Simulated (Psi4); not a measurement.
The Psi4 input:
```
memory 2 GB

molecule {
0 1
  Si   -0.46607962   -0.09352228   -0.53167619
  Ge    0.30993102    2.08730156   -0.38783391
  Ge    0.95482174   -1.73839814    0.36138382
  O    -1.83109665   -0.00982673    0.34023192
  C    -2.61813272   -1.09447240    0.72027610
  H    -0.76530226   -0.48649788   -1.91995074
  H     0.72574678    2.63401061   -1.72047146
  H    -0.62613546    3.12261138    0.15065501
  H     1.55053466    2.25743564    0.43913277
  H     0.74963182   -3.12530414   -0.18500856
  H     0.84582839   -1.95866670    1.84547393
  H     2.42192096   -1.51239153    0.16055668
  H    -3.21643580   -1.44594359   -0.12322712
  H    -1.99376432   -1.92176916    1.07575540
  H    -3.28142874   -0.77363354    1.52344143
}

set basis sto-3g

energy('pbe')
print_variables()
```

### Question
What is the computed total energy (PBE/STO-3G in Psi4)?

### Answer
-4509.055419 Ha

### Question
Estimate the dipole moment that PBE/STO-3G returns for this input.

### Answer
0.76 D

### Question
What is the computed number of basis functions (PBE/STO-3G)?

### Answer
65

### Question
Estimate the nuclear repulsion energy that PBE/STO-3G returns for this input.

### Answer
731.5942 Eh
